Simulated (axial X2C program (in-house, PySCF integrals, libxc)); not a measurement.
# Excited states of MgHg by EOM-EE-CCSD

Calculated with an in-house all-electron X2C program for linear molecules (integrals from PySCF): two-component X2C with atomic mean-field Coulomb and Gaunt terms, Gaussian nuclei, basis Hg dyall-acv3z, Mg dyall-acv3z with contracted cores.

R = 3.423 Å (near the PBE0 minimum at charge 0 of the determinant lowest at the starting distance; the state shown can have its own minimum elsewhere).

Hartree–Fock spinors of MgHg (one of each Kramers pair; a window near the gap, which can cut inner shells):

| ω | occupied | ε (eV) | character |
| --- | --- | --- | --- |
| 3/2 | yes | -17.82 | 100% Hg d |
| 1/2 | yes | -15.82 | 100% Hg d |
| 3/2 | yes | -15.80 | 100% Hg d |
| 5/2 | yes | -15.80 | 100% Hg d |
| 1/2 | yes | -9.51 | 72% Hg s, 14% Mg s, 7% Mg p |
| 1/2 | yes | -6.50 | 64% Mg s, 14% Hg p, 10% Hg s |
| 1/2 | no | 0.24 | 59% Hg p, 38% Mg p |
| 3/2 | no | 0.27 | 60% Hg p, 40% Mg p |
| 1/2 | no | 0.32 | 61% Hg p, 22% Mg s, 12% Mg p |
| 1/2 | no | 0.43 | 57% Mg p, 18% Hg p, 16% Mg s |
| 1/2 | no | 0.56 | 54% Mg p, 45% Hg p |
| 3/2 | no | 0.56 | 56% Mg p, 43% Hg p |

Vertical excitation energies from the closed-shell determinant state of MgHg:

| Ω | excitation (eV) | cm⁻¹ | hole of the leading pair | particle of the leading pair | weight of the pair (for Ω = 0 its time-reversed partner can hold as much again) | singles weight |
| --- | --- | --- | --- | --- | --- | --- |
| 0⁻ | 2.345 | 18913 | 73% Mg sσ, 14% Hg pσ | 72% Mg pπ, 11% Hg pπ, 8% Mg pσ | 0.48 | 0.97 |
| 0⁺ | 2.363 | 19055 | 73% Mg sσ, 14% Hg pσ | 84% Mg pπ, 11% Hg pπ | 0.48 | 0.97 |
| 1 | 2.368 | 19102 | 73% Mg sσ, 14% Hg pσ | 68% Mg pπ, 11% Hg pπ, 11% Mg pσ | 0.56 | 0.97 |
| 2 | 2.397 | 19332 | 74% Mg sσ, 14% Hg pσ | 86% Mg pπ, 9% Hg pπ | 0.97 | 0.97 |
| 1 | 2.484 | 20033 | 71% Mg sσ, 14% Hg pσ | 62% Mg pσ, 26% Hg pσ | 0.90 | 0.97 |
| 0⁻ | 2.491 | 20094 | 72% Mg sσ, 14% Hg pσ | 57% Mg pσ, 23% Hg pσ, 12% Mg pπ | 0.48 | 0.97 |
| 1 | 3.591 | 28960 | 64% Mg sσ, 14% Hg pσ, 11% Hg sσ | 50% Hg pπ, 42% Mg pπ | 0.48 | 0.91 |
| 0⁺ | 3.947 | 31838 | 63% Mg sσ, 14% Hg pσ, 11% Hg sσ | 30% Mg pσ, 29% Hg pσ, 22% Hg pπ | 0.44 | 0.92 |
| 0⁻ | 4.126 | 33281 | 41% Mg sσ, 32% Hg sσ, 11% Hg pσ | 79% Hg pπ, 8% Mg dπ | 0.42 | 0.95 |

This point took 43 s on 1 thread of Arm Neoverse V1, with other jobs on the host.

Reference electrons by ω block (each with its −ω partner): 1/2: 27, 3/2: 13, 5/2: 5, 7/2: 1. 14 electrons of MgHg correlated (inner shells frozen), 88 natural virtual spinors (a truncated set); levels can be off by some tenths of an eV. Roots sought by Ω: (0: 5, 1: 4, 2: 3, 3: 1); the list ends where they run out and leaves out roots under 60 % singles weight. The solver can skip a root, and states that need a further excitation, which the method places far too high, are missing though they may lie low or lowest. T1 of the reference 0.013 (Lee–Taylor). Number of frozen shells: Hg 5 s, 4 p, 2 d, 1 f; Mg 2 s, 1 p.
